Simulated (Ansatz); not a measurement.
Cost and result for the atomization energy of BH3OTe, SMILES `OB[TeH]` (6 atoms, 5 bonds).

```tsv
atom	x (Å)	y (Å)	z (Å)
O1	1.491	0.601	-0.117
B2	0.373	-0.136	-0.264
Te3	-1.466	0.261	0.816
H4	1.441	1.332	0.504
H5	0.400	-1.051	-1.028
H6	-2.239	-1.007	0.089
```

Charge 0, multiplicity 1. Correlated methods include outer-core shells of Te, which these sets cover unevenly. Te takes the def2 core potential. The geometry is a stationary point of PBE0-D4/def2-TZVP. It is one conformer, not always the lowest. Program: Ansatz. All runs use 2 threads of an Intel Xeon on a shared host. Times are those of one run each, without the atoms' runs, and a repeat can differ threefold. Electronic energies, without spin–orbit coupling; frozen cores. CCSD(T)/CBS adds CCSD(T) − MP2 in def2-TZVPP to the MP2 limit, and its time is that of the two runs behind it. T1 = 0.013. With those shells the extrapolation isn't a true limit. B3LYP takes the VWN-RPA correlation (the form of Gaussian; ORCA's B3LYP/G). HSE06 is the plane-wave form, built on full-range PBE exchange.

CCSD(T)/CBS is a level of theory with its own doubt, some kJ/mol a heavy atom from the limit and from the frozen cores, so smaller differences don't rank the functionals.

```csv
level,functions,wall time
LDA (SPW92)/def2-TZVPP,154,5.5 s
PBE0-D4/def2-TZVPP,154,6.5 s
r2SCANh-D4/def2-TZVPP,154,7.5 s
BLYP-D4/def2-TZVPP,154,7.5 s
B3LYP-D4/def2-TZVPP (with forces),154,8 s
HSE06-D4/def2-TZVPP,154,8 s
CCSD(T)/def2-SVP,69,8 s
revPBE-D4/def2-TZVPP,154,8.1 s
PBE-D4/def2-TZVPP (with forces),154,12 s
PBE-QIDH/def2-TZVPP,154,12 s
MP2/def2-QZVPP,286,33 s
CCSD(T)/def2-TZVPP,154,67 s
CCSD(T)/CBS(def2),–,99 s
```

Problem. What atomization energy does each give, and how far from CCSD(T)/CBS? (An estimate is asked.)

Solution. The calculation gave: 
```
                            level  atomization (kJ/mol)  difference from CCSD(T)/CBS  per bond
           LDA (SPW92)/def2-TZVPP                2316.3                        309.9      62.0
               PBE0-D4/def2-TZVPP                1992.1                        -14.3      -2.9
            r2SCANh-D4/def2-TZVPP                1990.4                        -16.0      -3.2
               BLYP-D4/def2-TZVPP                2004.5                         -1.9      -0.4
B3LYP-D4/def2-TZVPP (with forces)                1997.7                         -8.7      -1.7
              HSE06-D4/def2-TZVPP                1993.4                        -13.0      -2.6
                 CCSD(T)/def2-SVP                1871.9                       -134.5     -26.9
             revPBE-D4/def2-TZVPP                1982.8                        -23.6      -4.7
  PBE-D4/def2-TZVPP (with forces)                2041.2                         34.8       7.0
              PBE-QIDH/def2-TZVPP                1976.1                        -30.3      -6.1
                   MP2/def2-QZVPP                2021.9                         15.5       3.1
               CCSD(T)/def2-TZVPP                1944.8                        -61.6     -12.3
                CCSD(T)/CBS(def2)                2006.4                          0.0       0.0
```

From PBE to PBE0 (25 % exact exchange), in def2-TZVPP and without D4, the atomization energy moves by −47.5 kJ/mol: exact exchange takes away binding that semilocal exchange gives to molecules. In def2-TZVPP, CCSD(T) changes the Hartree–Fock value by +524.1 kJ/mol (the triples alone add +36.1 kJ/mol) and MP2 by +564.9 kJ/mol; breaking electron pairs costs correlation energy, which Hartree–Fock lacks. At CCSD(T), def2-SVP lies −134.5 kJ/mol from the extrapolated value and def2-TZVPP −61.6 kJ/mol: correlation converges slowly with the basis, and small sets miss more of it in the bonded molecule than in its fragments.

Spin–orbit coupling would lower the free Te atoms strongly, and the atomization energy with them, by more than many differences here.
